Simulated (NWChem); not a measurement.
Everything below was run with NWChem. System: H₃O₂Sb, charge 0, spin multiplicity 1, at a geometry optimised with PBE0/def2-SVP with def2 effective core potentials on Sb. The structure started from a generated list of species. Level: EOM-CCSD/def2-SVP with def2 effective core potentials on Sb, 6 core orbitals frozen.

The NWChem input:

```
start mol
memory heap 100 mb stack 700 mb global 1900 mb
geometry units angstroms nocenter noautoz noautosym
  Sb    -0.076825    -0.156341     0.294987
  H     -1.044195    -1.310674    -0.551521
  O      1.388479    -0.458401    -1.023996
  H      2.191963    -0.015923    -0.724258
  O     -0.904501     1.456044    -0.515690
  H     -1.101500     1.318841    -1.451073
end
basis spherical
  * library def2-svp
end
ecp
  Sb library def2-ecp
end
scf
  rhf
  nopen 0
  maxiter 100
  thresh 1e-7
  semidirect memsize 60000000 filesize 0
end
tce
  freeze core 6
  ccsd
  nroots 3
  2eorb
  2emet 13
  thresh 1e-5
  maxiter 200
  tilesize 24
end
task tce energy
```

NWChem printed:

```
             Northwest Computational Chemistry Package (NWChem) 7.3.0
             --------------------------------------------------------

                                NWChem Input Module
                                -------------------

 Scaling coordinates for geometry "geometry" by  1.889725989
 (inverse scale =  0.529177249)

                             Geometry "geometry" -> ""
                             -------------------------

 Output coordinates in angstroms (scale by  1.889725989 to convert to a.u.)

  No.       Tag          Charge          X              Y              Z
 ---- ---------------- ---------- -------------- -------------- --------------
    1 Sb                  51.0000    -0.07682500    -0.15634100     0.29498700
    2 H                    1.0000    -1.04419500    -1.31067400    -0.55152100
    3 O                    8.0000     1.38847900    -0.45840100    -1.02399600
    4 H                    1.0000     2.19196300    -0.01592300    -0.72425800
    5 O                    8.0000    -0.90450100     1.45604400    -0.51569000
    6 H                    1.0000    -1.10150000     1.31884100    -1.45107300

 Effective nuclear repulsion energy (a.u.)     280.4028804221

            Nuclear Dipole moment (a.u.)
            ----------------------------
        X                 Y               Z
 ---------------- ---------------- ----------------
     0.0000321253    -0.0000056692    -0.0000056692


 Summary of "ao basis" -> "" (spherical)
 ------------------------------------------------------------------------------
       Tag                 Description            Shells   Functions and Types
 ---------------- ------------------------------  ------  ---------------------
 *                          def2-svp                  on all atoms

 Summary of "ao basis" -> "ao basis" (spherical)
 ------------------------------------------------------------------------------
       Tag                 Description            Shells   Functions and Types
 ---------------- ------------------------------  ------  ---------------------
 Sb                         def2-svp                10       26   4s4p2d
 H                          def2-svp                 3        5   2s1p
 O                          def2-svp                 6       14   3s2p1d

                                 NWChem SCF Module
                                 -----------------

  ao basis        = "ao basis"
  functions       =    69
  atoms           =     6
  closed shells   =    21
  open shells     =     0
  charge          =   0.00
  wavefunction    = RHF
  use symmetry    = F
  symmetry adapt  = F

 Summary of "ao basis" -> "ao basis" (spherical)
 ------------------------------------------------------------------------------
       Tag                 Description            Shells   Functions and Types
 ---------------- ------------------------------  ------  ---------------------
 Sb                         def2-svp                10       26   4s4p2d
 H                          def2-svp                 3        5   2s1p
 O                          def2-svp                 6       14   3s2p1d

 Forming initial guess at       0.1s

      Superposition of Atomic Density Guess
      -------------------------------------

 Sum of atomic energies:        -428.49245912

      Non-variational initial energy
      ------------------------------

 Total energy =    -390.455186
 1-e energy   =    -907.446824
 2-e energy   =     376.160825
 HOMO         =      -0.281877
 LUMO         =      -0.003397

 Starting SCF solution at       1.0s

 ----------------------------------------------
         Quadratically convergent ROHF

 Convergence threshold     :          1.000E-07
 Maximum no. of iterations :          100
 Final Fock-matrix accuracy:          1.000E-09
 ----------------------------------------------

              iter       energy          gnorm     gmax       time
             ----- ------------------- --------- --------- --------
                 1     -390.5030494052  1.31D+00  2.68D-01      1.0
                 2     -390.5903122975  2.80D-01  4.94D-02      1.1
                 3     -390.5980281360  2.75D-02  6.62D-03      1.3
                 4     -390.5981377455  3.10D-04  6.56D-05      1.5
                 5     -390.5981377592  2.73D-08  7.16D-09      1.9

       Final RHF  results
       ------------------

         Total SCF energy =   -390.598137759229
      One-electron energy =   -909.259957213378
      Two-electron energy =    377.831006341920
 Nuclear repulsion energy =    140.830813112229

        Time for solution =      1.0s

             Final eigenvalues
             -----------------

              1
    1  -20.5439
    2  -20.5424
    3   -6.5648
    4   -4.6365
    5   -4.6353
    6   -4.6288
    7   -1.6738
    8   -1.6693
    9   -1.6614
   10   -1.6608
   11   -1.6565
   12   -1.2875
   13   -1.2668
   14   -0.7533
   15   -0.6541
   16   -0.5956
   17   -0.5324
   18   -0.5217
   19   -0.4729
   20   -0.4666
   21   -0.3747
   22    0.0887
   23    0.0976
   24    0.1850
   25    0.2268
   26    0.2345
   27    0.3971
   28    0.4174
   29    0.4641
   30    0.4696
   31    0.5138

                       ROHF Final Molecular Orbital Analysis
                       -------------------------------------

 Vector   19  Occ=2.000000D+00  E=-4.728966D-01
              MO Center=  8.4D-02,  5.7D-01, -7.2D-01, r^2= 3.0D+00
   Bfn.  Coefficient  Atom+Function         Bfn.  Coefficient  Atom+Function
  ----- ------------  ---------------      ----- ------------  ---------------
    54      0.446671  5 O  px                57      0.368084  5 O  px
[...]
     L(0) DIIS level shift : 0.00D+00
     T(1) DIIS level shift : 0.00D+00
     L(1) DIIS level shift : 0.00D+00
     T(R) DIIS level shift : 0.00D+00
     T(I) DIIS level shift : 0.00D+00
   CC-T/L Amplitude update :  5-th order DIIS
     No. of excited states :     3
               Target root :     1
           Target symmetry : none
      Symmetry restriction : off
   Dipole & oscillator str : off
                I/O scheme : Global Array Library
        L-threshold :  0.10D-04
        EOM-threshold :  0.10D-04
 no EOMCCSD initial starts read in
 TCE RESTART OPTIONS
 SLICE:      F
 D4D5:       F
 quantumc:   F
 qrotation:  F
 pwtce:      F
 qducc:      F
 nacto:                         0
 nrotv:                         0
 nrot:                          0

            Memory Information
            ------------------
          Available GA space size is     249032039 doubles
          Available MA space size is     104847756 doubles

 Maximum block size supplied by input
 Maximum block size        24 doubles

 tile_dim =     24

 -------------------------------------------------

 Global array virtual files algorithm will be used

 Parallel file system coherency ......... OK

 4-electron integrals stored in orbital form

 v2    file size   =          4225041
 4-index algorithm nr.  13 is used
 imaxsize =       30
 imaxsize ichop =        0


CCSD iterations
 ---------------------------------------------------------
 Iter          Residuum       Correlation     Cpu    Wall
 ---------------------------------------------------------
    1   0.1692730166180  -0.5029460324731     2.0     2.0
    2   0.0481226690002  -0.5105120316188     2.0     2.0
    3   0.0172201001799  -0.5207092715415     2.0     2.0
    4   0.0079737150877  -0.5222155999346     1.9     1.9
    5   0.0033680286763  -0.5233261337539     2.0     2.0
    6   0.0011833220812  -0.5237682059394     2.0     2.0
    7   0.0007286271242  -0.5238538258165     2.0     2.0
    8   0.0003317884147  -0.5238706648021     2.1     2.1
    9   0.0002492296107  -0.5238726966751     2.1     2.1
   10   0.0001240450039  -0.5238834728449     1.9     1.9
   11   0.0000279307541  -0.5238913685473     1.9     1.9
   12   0.0000146761000  -0.5238918919633     1.9     1.9
   13   0.0000086794253  -0.5238924779812     2.0     2.0
 -----------------------------------------------------------------
 Iterations converged
 CCSD correlation energy / hartree =        -0.523892477981190
 CCSD total energy / hartree       =      -391.122030237209685

 Singles contributions

 Doubles contributions

 Ground-state symmetry is a

 =========================================
 Excited-state calculation ( a   symmetry)
 =========================================
 Dim. of EOMCC iter. space      500

 EOMCCSD SOLVER TYPE  1
  maxdiff =   0.55631205744740664

 No. of initial right vectors    3

 EOM-CCSD right-hand side iterations
 --------------------------------------------------------------
      Residuum       Omega / hartree  Omega / eV    Cpu    Wall
 --------------------------------------------------------------

 Iteration   1 using    3 trial vectors
   0.5620753292223   0.3171154618623    8.62915
   0.5574315234813   0.3301941251626    8.98504
   0.7619015140882   0.4247032480640   11.55677     8.9     8.9

 Iteration   2 using    6 trial vectors
   0.1454253386585   0.2380427749854    6.47748
   0.1389381744975   0.2495870458519    6.79161
   0.1604890335454   0.2806832205104    7.63778     7.8     7.8

 Iteration   3 using    9 trial vectors
   0.0622250578796   0.2298571784503    6.25473
   0.0703159964507   0.2398933185749    6.52783
   0.0841728593472   0.2673288663564    7.27439     8.0     8.0

 Iteration   4 using   12 trial vectors
   0.0408150260386   0.2267429028799    6.16999
   0.0472529330758   0.2358768285099    6.41854
   0.0616398018616   0.2612049766195    7.10775     7.7     7.7

 Iteration   5 using   15 trial vectors
   0.0291060394430   0.2251927331124    6.12781
   0.0329314315317   0.2336986674500    6.35927
   0.0534889975924   0.2564959229592    6.97961    10.8    10.8

 Iteration   6 using   18 trial vectors
   0.0235842452406   0.2242948664884    6.10338
   0.0228783786836   0.2327474655487    6.33338
   0.0477352898676   0.2525053212864    6.87102    18.6    18.6

 Iteration   7 using   21 trial vectors
   0.0146522381388   0.2240748814144    6.09739
   0.0153159455942   0.2324486182140    6.32525
   0.0362256797277   0.2506093771106    6.81943    13.7    13.7

 Iteration   8 using   24 trial vectors
   0.0101908568874   0.2238785745180    6.09205
   0.0125424668382   0.2322598157308    6.32011
   0.0334859860893   0.2492904643574    6.78354     9.0     9.0

 Iteration   9 using   27 trial vectors
   0.0073142510953   0.2238435709025    6.09110
   0.0117230638595   0.2320913592055    6.31553
   0.0349042814441   0.2479026340837    6.74578     8.8     8.8

 Iteration  10 using   30 trial vectors
   0.0049543382469   0.2237867226511    6.08955
   0.0129702466247   0.2318967909784    6.31024
   0.0360276539107   0.2465841717633    6.70990     9.8     9.8

 Iteration  11 using   33 trial vectors
   0.0033859093519   0.2237749621480    6.08923
   0.0097904039425   0.2318297418901    6.30841
   0.0293539551269   0.2457024953722    6.68591    10.0    10.0

 Iteration  12 using   36 trial vectors
   0.0023988292640   0.2237799361863    6.08936
   0.0072980289950   0.2317211686507    6.30546
   0.0204715744412   0.2452243640099    6.67290    10.6    10.6

 Iteration  13 using   39 trial vectors
   0.0015951000396   0.2237646862192    6.08895
   0.0046612069257   0.2317130805891    6.30524
   0.0142172404752   0.2447721797352    6.66059    10.5    10.5

 Iteration  14 using   42 trial vectors
   0.0007808308866   0.2237700802168    6.08910
   0.0025242462149   0.2317116805301    6.30520
   0.0078918790404   0.2447396010507    6.65971    11.1    11.1

 Iteration  15 using   45 trial vectors
   0.0003589628132   0.2237683945675    6.08905
   0.0015349325234   0.2317028525810    6.30496
   0.0042823505590   0.2446771715428    6.65801    11.9    11.9

 Iteration  16 using   48 trial vectors
   0.0001690778821   0.2237697271085    6.08909
   0.0008932772012   0.2316954337216    6.30476
   0.0023471098752   0.2446268957948    6.65664    12.0    12.0

 Iteration  17 using   51 trial vectors
   0.0000935468084   0.2237692286948    6.08907
   0.0005325181094   0.2316993585998    6.30486
   0.0012244777282   0.2446393846551    6.65698    12.4    12.4

 Iteration  18 using   54 trial vectors
   0.0000530002694   0.2237695927517    6.08908
   0.0002740295853   0.2316966856573    6.30479
   0.0006110575836   0.2446372935994    6.65692    12.3    12.3

 Iteration  19 using   57 trial vectors
   0.0000303563014   0.2237693998436    6.08908
   0.0001478947596   0.2316974285420    6.30481
   0.0003333069628   0.2446315254417    6.65677    12.7    12.7

 Iteration  20 using   60 trial vectors
   0.0000164700913   0.2237694224969    6.08908
   0.0000729555827   0.2316969006525    6.30480
   0.0001881210481   0.2446337458205    6.65683    12.8    12.8

 Iteration  21 using   63 trial vectors
   0.0000093235167   0.2237693867410    6.08908
   0.0000379451662   0.2316969910460    6.30480
   0.0001159251069   0.2446333212946    6.65681    12.4    12.4

 Iteration  22 using   65 trial vectors
   0.0000050163092   0.2237693702284    6.08908
   0.0000178092536   0.2316968958447    6.30480
   0.0000764569751   0.2446328271749    6.65680    10.2    10.2

 Iteration  23 using   67 trial vectors
   0.0000031675710   0.2237693779747    6.08908
   0.0000085722982   0.2316968751115    6.30480
   0.0000455309265   0.2446336427895    6.65682     9.6     9.6

 Iteration  24 using   68 trial vectors
   0.0000023642585   0.2237693730156    6.08908
   0.0000085683951   0.2316968764029    6.30480
   0.0000243185957   0.2446332160847    6.65681     7.3     7.3

 Iteration  25 using   69 trial vectors
   0.0000022647885   0.2237693759821    6.08908
   0.0000086403626   0.2316968765739    6.30480
   0.0000141023100   0.2446334142600    6.65682     7.3     7.3

 Iteration  26 using   70 trial vectors
   0.0000021774545   0.2237693747237    6.08908
   0.0000085325379   0.2316968774168    6.30480
   0.0000073912152   0.2446333282041    6.65681     6.9     6.9
 --------------------------------------------------------------
 Iterations converged
 ------------------

 Excited state root  1
 Excitation energy / hartree =        0.223769374723670
                   / eV      =        6.089077090655114
 largest EOMCCSD amplitudes: R1 and R2

 Singles contributions
    22a   (alpha) ---    18a   (alpha)        0.1415162510
    22a   (alpha) ---    19a   (alpha)        0.2130057309
    22a   (alpha) ---    20a   (alpha)       -0.1109069509
    22a   (alpha) ---    21a   (alpha)       -0.7033947598
    23a   (alpha) ---    21a   (alpha)        0.4977768907

 Doubles contributions
 ------------------

 Excited state root  2
 Excitation energy / hartree =        0.231696877416843
                   / eV      =        6.304795506522851
 largest EOMCCSD amplitudes: R1 and R2

 Singles contributions
    22a   (alpha) ---    20a   (alpha)       -0.1368584701
    22a   (alpha) ---    21a   (alpha)       -0.4666612025
    23a   (alpha) ---    17a   (alpha)        0.1247933919
    23a   (alpha) ---    18a   (alpha)        0.1306501294
    23a   (alpha) ---    19a   (alpha)        0.2199408004
    23a   (alpha) ---    20a   (alpha)        0.1016637088
    23a   (alpha) ---    21a   (alpha)       -0.6842959431
    24a   (alpha) ---    21a   (alpha)        0.1422814214

 Doubles contributions
 ------------------

 Excited state root  3
 Excitation energy / hartree =        0.244633328204110
                   / eV      =        6.656814393023329
 largest EOMCCSD amplitudes: R1 and R2

 Singles contributions
    22a   (alpha) ---    17a   (alpha)        0.1013448832
    22a   (alpha) ---    18a   (alpha)       -0.2201988743
    22a   (alpha) ---    19a   (alpha)       -0.5769288166
    22a   (alpha) ---    20a   (alpha)        0.4981782176
    22a   (alpha) ---    21a   (alpha)       -0.2422599972
    23a   (alpha) ---    19a   (alpha)        0.1747744319
    23a   (alpha) ---    20a   (alpha)       -0.2177886752

 Doubles contributions

 Task  times  cpu:      309.2s     wall:      309.2s

 Total times  cpu:      309.2s     wall:      309.2s
```
